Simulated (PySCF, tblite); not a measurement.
Isomers of C6H7FNO (doublet state). Method: GFN2-xTB as coded in tblite; computed harmonic values from a numerical Hessian at the method's own geometry, unscaled. This tight-binding method is rough: wavenumbers can miss measured ones by several per cent, in bad cases by 10 to 20. One conformer each. Open shells enter through the occupations alone, without spin polarisation, and single modes of such species can be off by tens of per cent.

Electronic energies: B3LYP/pcH-1 single points on the GFN2-xTB geometries (PySCF, gas phase).

| SMILES | electronic energy, lowest = 0 (kcal/mol) |
| --- | --- |
| C[CH]c1nocc1CF | 0.0 |
| FC1=C(C2CC2)[CH]NO1 | 39.1 |
| F[C]1ON=C[C@@H]1C1CC1 | 37.3 |

**Question.** How do GFN2-xTB zero-point energies change the relative energies?

**Answer.** 
| SMILES | ZPE (kcal/mol) | of it from modes above 1550 cm⁻¹ | electronic (kcal/mol) | with ZPE, lowest = 0 (kcal/mol) | lowest mode (cm⁻¹) | rings |
| --- | --- | --- | --- | --- | --- | --- |
| C[CH]c1nocc1CF | 74.0 | 32.5 | 0.0 | 0.0 | 50 | 1 |
| F[C]1ON=C[C@@H]1C1CC1 | 74.9 | 33.0 | 37.3 | 38.2 | 47 | 2 |
| FC1=C(C2CC2)[CH]NO1 | 74.7 | 33.6 | 39.1 | 39.8 | 54 | 2 |

The zero-point energies span 0.9 kcal/mol, from `C[CH]c1nocc1CF` to `F[C]1ON=C[C@@H]1C1CC1`. The order is unchanged.

**Question.** And how do the electronic energies of GFN2-xTB itself compare?

**Answer.** `C[CH]c1nocc1CF` 0.0; `F[C]1ON=C[C@@H]1C1CC1` 28.4; `FC1=C(C2CC2)[CH]NO1` 22.4 kcal/mol, lowest = 0. Against the energies above, taken from the same isomer `C[CH]c1nocc1CF`, the largest difference is 16.7 kcal/mol.

**Question.** What do entropy and thermal enthalpy add at 298.15 K and 1 bar (rigid rotor, harmonic oscillator, one conformer each)?

**Answer.** 
```csv
SMILES,point group,symmetry number,S (cal/(mol K)),H − H(0) (kcal/mol),ZPE + H − H(0) − TS (kcal/mol)
C[CH]c1nocc1CF,Cs,1,95.4,6.22,51.8
F[C]1ON=C[C@@H]1C1CC1,C1,1,91.6,5.70,53.3
FC1=C(C2CC2)[CH]NO1,C1,1,91.5,5.86,53.3
```

S holds R ln(2S + 1) for the spin.
